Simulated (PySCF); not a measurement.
A structure optimised at B3LYP-D3(BJ)/def2-SVP, used in a PySCF frequency run:

```xyz
13

O      2.2627     0.5751     0.5567
C      1.5638    -0.2396    -0.3690
B      0.0071    -0.2262    -0.2026
C     -1.3004    -0.9294    -0.7795
C     -1.9534     0.0940     0.1754
O     -0.6706     0.6407     0.6161
H      1.6835     1.3109     0.7947
H      1.7983     0.0339    -1.4254
H      1.9360    -1.2774    -0.2697
H     -1.5238    -0.7860    -1.8469
H     -1.4643    -1.9851    -0.5176
H     -2.5030    -0.3237     1.0335
H     -2.5591     0.8819    -0.2993
```

**Question.** Write its SMILES and formula.

**Answer.** OCB1CCO1, C3H7BO2

**Question.** What are its rotational constants (standard atomic weights)?

**Answer.** 9.0479, 2.2786, 1.8888 GHz
